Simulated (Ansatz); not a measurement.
Start from `C[N]=[W](=[O])([OH])[N](C)C` and change one atom or group to get `C[N]=[W](=[O])([OH])[O]C`.

Ansatz, PBE0-D4/def2-TZVP geometries, multiplicity 1. Each molecule was computed in one conformer, which needn't be the lowest.

Elements past krypton have def2 core potentials.

```
                                          property  `C[N]=[W](=[O])([OH])[N](C)C`
             HOMO energy (ωB97M-V/def2-TZVPP) / eV                          -9.07
                 HOMO energy (PBE/def2-TZVPP) / eV                          -5.54
                 LUMO energy (PBE/def2-TZVPP) / eV                          -1.34
             HOMO–LUMO gap (B3LYP/def2-TZVPP) / eV                           5.88
size of the dipole moment (ωB97M-V/def2-TZVPP) / D                           3.57
               LUMO energy (B3LYP/def2-TZVPP) / eV                          -0.75
```

(1) What does the change do to each property? (Estimate.)

Results:

(1) Ansatz gave: 
| property | `C[N]=[W](=[O])([OH])[O]C` | shift |
| --- | --- | --- |
| HOMO energy (ωB97M-V/def2-TZVPP) / eV | -9.68 | -0.61 |
| HOMO energy (PBE/def2-TZVPP) / eV | -6.05 | -0.51 |
| LUMO energy (PBE/def2-TZVPP) / eV | -1.43 | -0.09 |
| HOMO–LUMO gap (B3LYP/def2-TZVPP) / eV | 6.32 | 0.44 |
| size of the dipole moment (ωB97M-V/def2-TZVPP) / D | 4.09 | 0.52 |
| LUMO energy (B3LYP/def2-TZVPP) / eV | -0.88 | -0.13 |

With PBE0 the HOMO falls by 0.59 eV and the LUMO falls by 0.12 eV, so the gap widens by about 0.47 eV. PBE moves the HOMO by -0.51 eV and ωB97M-V by -0.61 eV. Dipoles are sizes alone; their direction can turn.

B3LYP here is the variant with VWN-RPA as its local correlation; programs differ in this.
